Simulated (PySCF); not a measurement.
PySCF job for Be(Me)(SeH) (CH4BeSe), SMILES [Be]([CH3])[SeH], PBE0/pcSseg-2. Coordinates come from a B3LYP-D3(BJ)/def2-TZVP optimisation. One conformer was computed; it need not be the lowest.

```python
import numpy as np
from pyscf import gto, scf, dft
from pyscf.prop.nmr import rks as nmr

mol = gto.M(
    atom='''
    Be    0.83116094   -0.76865506   -0.22414810
    C     2.03656416   -1.87922059   -0.56444730
    H     1.65627463   -2.90548868   -0.57323356
    H     2.85217121   -1.84139040    0.16382136
    H     2.47895951   -1.69738856   -1.54967924
    Se   -0.63058060    0.61655982    0.14524060
    H    -1.09169372   -0.16882235    1.30418741
    ''',
    basis='pcSseg-2',
    charge=0,
    spin=0,
    max_memory=1600,
    verbose=3,
)
mf = dft.RKS(mol, xc='pbe0').density_fit(auxbasis='def2-universal-jkfit')
mf.grids.level = 3
mf.conv_tol = 1e-10
mf.max_cycle = 100
mf.kernel()
n = nmr.NMR(mf)
n.verbose = 2
n.max_cycle_cphf = 60
sigma = n.kernel()
print('atom   isotropic/ppm   span/ppm')
for i, s in enumerate(sigma):
    w = np.linalg.eigvalsh((s + s.T) / 2)
    print(f'{mol.atom_symbol(i):2s}{i + 1:3d} {w.mean():14.3f} {w[2] - w[0]:11.3f}')
```

Log of the run:

```
converged SCF energy = -2456.55388854774
atom   isotropic/ppm   span/ppm
Be  1         73.714     126.135
C   2        197.619      12.419
H   3         31.979      10.444
H   4         31.921      10.523
H   5         32.013      10.508
Se  6       2229.210     348.523
H   7         31.201      22.275
```

Self-consistency was reached.

Cost: roughly 24 core-seconds.
